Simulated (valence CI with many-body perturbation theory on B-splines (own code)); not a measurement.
Values are calculated unless marked as measured or tabulated.
## Hyperfine factors and g values of Sm29+

Level of theory: configuration interaction combined with many-body perturbation theory (CI+MBPT): five valence electrons over a frozen Dirac-Fock core [Ar] 3d10, radial functions for each j: 9 s, 9 p, 8 d, 6 f, 3 g, 1 h, with the one-electron correlation potential Σ1 (screened to all orders), the two-electron term Σ2, the three-electron term Σ3, Breit, model QED; selected single and double excitations, second order for the rest (own B-spline code, finite nucleus).

No measured spectrum was set against this ion. As an estimate, large intervals hold to a few tenths of a per cent, small ones and those within an open d or f shell to about a per cent. Among the levels kept, up to 260 cm⁻¹ of a level comes from second order outside the variational space, and about a tenth of that is noise between levels of different J, which matters for small intervals.

A/g_I is the dipole constant over the nuclear g factor μ/I (μ in nuclear magnetons, uniformly magnetised nucleus), B/Q the quadrupole constant per barn. Both hold the static response of the core; the bare values leave it out. Large factors of s and p1/2 electrons are usually good to 5 to 10 %; those of open d and f shells near neutrality can be off by tens of per cent, and small factors of p3/2, d and f electrons come from cancelling terms and can be off by a factor of two or in sign, in half-filled shells by more. B is blank for J = 1/2, where it vanishes, and for nearly pure S terms. Energies count from the lowest level.

Levels are named by their leading jj configuration (3d3/2^4 stands for four electrons in 3d with j = 3/2), which in mixed levels can hold well under half, so a name can repeat and another be missing. Letters in brackets count levels of one name in rising energy.

| Level | E (cm⁻¹) | g | A/g_I (MHz) | A/g_I bare | B/Q (MHz/b) | B/Q bare |
| --- | --- | --- | --- | --- | --- | --- |
| (4s^2 4p1/2^2 4p3/2) J=3/2 | 0 | 1.412 | 24800 | 23600 | 44700 | 42800 |
| (4s^2 4p1/2 4p3/2^2) J=3/2 | 256100 | 1.432 | -4510 | -4560 | 11300 | 10800 |
| (4s^2 4p1/2 4p3/2^2) J=5/2 | 289310 | 1.197 | 59500 | 57100 | -239 | -222 |
| (4s^2 4p1/2 4p3/2^2) J=1/2 | 331330 | 0.662 | 190000 | 183000 |  |  |
| (4s^2 4p3/2^3) J=3/2 | 592420 | 1.284 | 28000 | 26800 | -56000 | -53700 |
| (4s 4p1/2^2 4p3/2^2) J=5/2 | 799290 | 1.508 | 134000 | 129000 | 17700 | 17000 |
| (4s 4p1/2^2 4p3/2^2) J=3/2 | 866380 | 1.064 | -31800 | -30400 | -18400 | -17600 |
| (4s 4p1/2^2 4p3/2^2) J=1/2 | 897000 | 2.236 | 546000 | 524000 |  |  |
| (4s^2 4p1/2^2 4d3/2) J=3/2 | 943950 | 0.937 | -13300 | -12600 | 2510 | 2450 |
| (4s^2 4p1/2^2 4d5/2) J=5/2 | 1006400 | 1.190 | 9250 | 9200 | 13700 | 13200 |
| (4s 4p1/2 4p3/2^3) J=3/2 [a] | 1080200 | 1.431 | 91600 | 88100 | -39300 | -37700 |
| (4s 4p1/2 4p3/2^3) J=5/2 | 1119700 | 1.261 | 143000 | 137000 | -58100 | -55700 |
| (4s^2 4p1/2 4p3/2 4d3/2) J=3/2 [a] | 1141500 | 1.014 | 45400 | 43800 | -21200 | -20300 |
| (4s^2 4p1/2 4p3/2 4d3/2) J=1/2 [a] | 1142300 | 0.690 | -7650 | -6890 |  |  |
| (4s^2 4p1/2 4p3/2 4d3/2) J=5/2 | 1163100 | 0.957 | 54300 | 52300 | -19200 | -18300 |
| (4s^2 4p1/2 4p3/2 4d3/2) J=7/2 | 1187300 | 1.083 | 42200 | 40700 | 35000 | 33700 |
| (4s 4p1/2 4p3/2^3) J=1/2 | 1207000 | 0.892 | 3270 | 3090 |  |  |
| (4s^2 4p1/2 4p3/2 4d5/2) J=7/2 [a] | 1217400 | 1.312 | -5800 | -5430 | 56100 | 53900 |
| (4s 4p1/2 4p3/2^3) J=3/2 [b] | 1231900 | 1.111 | -12400 | -11700 | -11200 | -10800 |
| (4s^2 4p1/2 4p3/2 4d5/2) J=9/2 | 1252300 | 1.212 | 32000 | 30900 | 39100 | 37700 |
| (4s^2 4p1/2 4p3/2 4d5/2) J=5/2 [a] | 1264200 | 1.252 | 14800 | 14500 | 4990 | 4850 |
| (4s^2 4p1/2 4p3/2 4d3/2) J=3/2 [b] | 1272500 | 1.132 | 1040 | 1030 | -115 | -121 |
| (4s^2 4p1/2 4p3/2 4d3/2) J=1/2 [b] | 1302100 | 2.007 | 53500 | 51300 |  |  |
| (4s^2 4p1/2 4p3/2 4d5/2) J=5/2 [b] | 1303100 | 1.229 | 41600 | 40200 | -15800 | -15100 |
| (4s^2 4p1/2 4p3/2 4d5/2) J=3/2 [a] | 1315300 | 1.476 | 30600 | 29700 | -14800 | -14200 |
| (4s^2 4p1/2 4p3/2 4d5/2) J=7/2 [b] | 1324900 | 1.075 | 36200 | 35000 | 21500 | 20800 |
| (4s^2 4p1/2 4p3/2 4d5/2) J=5/2 [c] | 1357000 | 1.158 | 178 | 296 | 24800 | 23900 |
| (4s^2 4p1/2 4p3/2 4d5/2) J=3/2 [b] | 1359100 | 0.854 | 50200 | 48700 | 14800 | 14200 |
| (4s^2 4p1/2 4p3/2 4d5/2) J=1/2 | 1384800 | 1.025 | -10600 | -9690 |  |  |
| (4s 4p3/2^4) J=1/2 | 1454200 | 1.549 | 321000 | 309000 |  |  |
| (4s^2 4p3/2^2 4d5/2) J=7/2 | 1516900 | 1.261 | 14500 | 14100 | 10200 | 9780 |
| (4s^2 4p3/2^2 4d3/2) J=1/2 | 1527400 | 1.137 | 14600 | 13200 |  |  |
| (4s^2 4p3/2^2 4d5/2) J=9/2 | 1528800 | 1.228 | 15800 | 15300 | 34600 | 33300 |
| (4s^2 4p3/2^2 4d3/2) J=3/2 [a] | 1534300 | 1.155 | 19500 | 18700 | -21600 | -20800 |
| (4s^2 4p3/2^2 4d3/2) J=5/2 | 1539900 | 1.211 | 28500 | 27600 | -9470 | -9110 |
| (4s^2 4p3/2^2 4d3/2) J=7/2 | 1568600 | 1.099 | 22400 | 21600 | 2020 | 2110 |
| (4s^2 4p3/2^2 4d3/2) J=3/2 [b] | 1603600 | 0.983 | 13900 | 13700 | 13900 | 13500 |
| (4s^2 4p3/2^2 4d5/2) J=5/2 [a] | 1611200 | 1.204 | 7260 | 7270 | 65700 | 63100 |
| (4s^2 4p3/2^2 4d5/2) J=1/2 | 1651700 | 1.784 | 198000 | 191000 |  |  |
| (4s^2 4p3/2^2 4d5/2) J=3/2 | 1671300 | 1.083 | 11100 | 11000 | 4390 | 4230 |

(1) Take the isotope of mass number 147, with I = 7/2, μ = -0.809 μN, leaving out the quadrupole term. What is the hyperfine structure of (4s 4p1/2^2 4p3/2^2) J=1/2?

## Answers

(1) From the table A = -126000 MHz. Shifts from the centre of gravity in MHz: F = 3: 284000, F = 4: -220000.
